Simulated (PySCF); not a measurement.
Ti(OEt)2(OMe)2, C6H16O4Ti (singlet state).
Bonds: Ti1–O2, Ti1–O10, Ti1–O18, Ti1–O23, O2–C3, C3–C4, O10–C11, C11–C12, O18–C19, O23–C24. Hydrogens: H5, H6 on C3; H7, H8, H9 on C4; H13, H14 on C11; H15, H16, H17 on C12; H20, H21, H22 on C19; H25, H26, H27 on C24.

Level of theory: PySCF, PBE0-D3(BJ)/def2-SVP geometry optimisation, gas phase.

(1) How far are the bound atoms from Ti1?

(2) List the angles at Ti1.

(3) What is the shape at Ti1?

(4) What are the other bond lengths?

(5) Give some angles away from the centre.

(6) What are the rotational constants (commonest isotopes, rigid rotor)?

Results:

(1) 4 atoms: O2 1.767 Å, O23 1.777 Å, O10 1.777 Å, O18 1.784 Å. The nearest atom not counted as bound is C19, at 3.03 Å.

(2) 
| angle | degrees | distance of the outer atoms (Å) |
| --- | --- | --- |
| O10–Ti1–O23 | 111.4 | 2.94 |
| O2–Ti1–O18 | 111.2 | 2.93 |
| O10–Ti1–O18 | 109.6 | 2.91 |
| O18–Ti1–O23 | 108.7 | 2.89 |
| O2–Ti1–O10 | 108.3 | 2.87 |
| O2–Ti1–O23 | 107.6 | 2.86 |

(3) Tetrahedral: angles from 107.6° to 111.4°; τ4 = (360° − α − β)/141° = 0.97 with α and β the two widest (0 for a square, 1 for a tetrahedron). The Ti–O distances aren't all alike: 1.767 to 1.784 Å.

(4) O2–C3, O10–C11 1.385 Å; C3–C4, C11–C12 1.516 Å; O18–C19, O23–C24 1.382 Å. (A selection.)

(5) Ti1–O2–C3 170.8°, O2–C3–C4 111.5°, Ti1–O10–C11 157.6°, Ti1–O18–C19 146.5°, Ti1–O23–C24 151.9°.

(6) A = 803.8, B = 636.8, C = 526.6 MHz: an asymmetric top.

Point group: C1 (no symmetry element, even within 0.4 Å). Charge 0, singlet. No frequency check.

Time: 12 min wall, 30 min CPU; peak memory 1.6 GiB. Hardware: Intel Xeon 6975P-C, 2 threads, shared host with 192 logical CPUs at a one-minute load of 87. This is the geometry optimisation.
